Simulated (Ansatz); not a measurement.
Species: sum formula Si2N2H7, net charge 0, doublet state. It need not be the lowest isomer of its formula. 
Geometry from a B3LYP-D3(BJ)/def2-TZVP (Ansatz, a program for electronic structure) optimisation:
```xyz
11

N     -1.1924     2.0974     0.8342
Si    -0.6525     0.4742     0.8448
N      0.2409    -0.0766    -0.5209
Si     1.1255    -1.4565    -1.0369
H     -1.8706     2.4178     0.1605
H     -0.5727     2.8434     1.1083
H      0.1876     0.3294     2.0588
H     -1.8419    -0.4151     0.8728
H      2.3891    -0.9958    -1.6624
H      1.4599    -2.4445     0.0219
H      0.2871    -2.1278    -2.0634
```
Charge 0, spin multiplicity 2.

Atomisation energy built up term by term with Ansatz (kcal/mol; UHF references for open shells; valence terms freeze the core; atomic spin-orbit terms are left out). CBS marks a two-point X^-3 extrapolation of the correlation energy; Hartree-Fock from the larger set.

```csv
term,basis,kcal/mol
Hartree-Fock,cc-pV(Q+d)Z,590.62
CCSD correlation,"CBS(cc-pV(T+d)Z,cc-pV(Q+d)Z)",?
(T),"CBS(cc-pV(T+d)Z,cc-pV(Q+d)Z)",?
core correlation,cc-pwCVTZ,0.95
scalar relativity (X2C),cc-pVTZ-DK against cc-pVTZ,-1.95
sum: De,,?
```

### Question
What belongs in the gaps?

### Answer

- CCSD correlation, kcal/mol: 222.60
- (T), kcal/mol: 10.74
- sum: De, kcal/mol: 823.0
